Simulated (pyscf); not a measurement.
# `[CH3][CH2][AlH2]`, singlet

Gas-phase minimum from PySCF at ωB97X-D3(BJ)/def2-SVP, one conformer. 

```xyz
10

C     -1.1790     0.7056    -2.5225
C     -0.8826     0.8735    -1.0247
Al     1.0088     0.9503    -0.5095
H     -2.2608     0.6630    -2.7342
H     -0.7643     1.5385    -3.1145
H     -0.7319    -0.2191    -2.9241
H     -1.3511     0.0535    -0.4455
H     -1.3744     1.7858    -0.6339
H      1.4077     1.1526     1.0180
H      2.1599     0.8095    -1.6005
```
Charge 0, spin multiplicity 1.

Bonds (Å): C1–C2 1.536, C1–H4 1.103, C1–H5 1.103, C1–H6 1.103, C2–Al3 1.962, C2–H7 1.108, C2–H8 1.108, Al3–H9 1.592, Al3–H10 1.592. Bond angles (°): C2–C1–H4 112.4, C2–C1–H5 111.6, C2–C1–H6 111.6, H4–C1–H5 107.1, H4–C1–H6 107.2, H5–C1–H6 106.6, C1–C2–Al3 116.5, C1–C2–H7 110.3, C1–C2–H8 110.4, Al3–C2–H7 107.4, Al3–C2–H8 107.6, H7–C2–H8 103.7, C2–Al3–H9 119.9, C2–Al3–H10 120.9 (the first ones only).

Properties at ωB97X-D3(BJ)/def2-SVP:

```
Item                                                                                                                                                                                                                                                      Value
---------------------------------------------------------------------------------------------------------------------  ----------------------------------------------------------------------------------------------------------------------------------------
Harmonic wavenumbers, unscaled                                                                                         68, 193, 197, 455, 507, 623, 679, 810, 926, 963, 1059, 1239, 1248, 1409, 1434, 1482, 1493, 1937, 1942, 3037, 3052, 3080, 3134, 3141 cm⁻¹
Zero-point energy                                                                                                                                                                                                                                 48.8 kcal/mol
Rotational symmetry number                                                                                                                                                                                                                                    1
Entropy of this conformer at 298 K and 1 atm, rigid rotor and harmonic oscillator, modes under 100 cm⁻¹ raised to 100                                                                                                                           304.0 J/(mol K)
Dipole moment                                                                                                                                                                                                                                            0.69 D
```

Single-point totals, which compare only within one level (frozen core for MP2 and CC):

```tsv
level	total energy (hartree)
ωB97X-D3(BJ)/def2-TZVP	-322.94660
PBE/def2-TZVP	-322.60316
r²SCAN/def2-TZVP	-322.78213
B3LYP-D3(BJ)/def2-TZVP	-322.91047
PBE0-D3(BJ)/def2-TZVP	-322.65115
M06-2X/def2-TZVP	-322.79579
ωB97M-D3(BJ)/def2-TZVP	-322.92568
HF/def2-TZVPP	-321.74611
MP2/def2-TZVPP	-322.18945
CCSD/def2-TZVPP	-322.23289
CCSD(T)/def2-TZVPP	-322.24975
```

Soft torsions are taken as harmonic, which can shift the entropy by several J/(mol K). The CCSD(T) − MP2 part came from Ansatz, without density fitting, on the same reference.
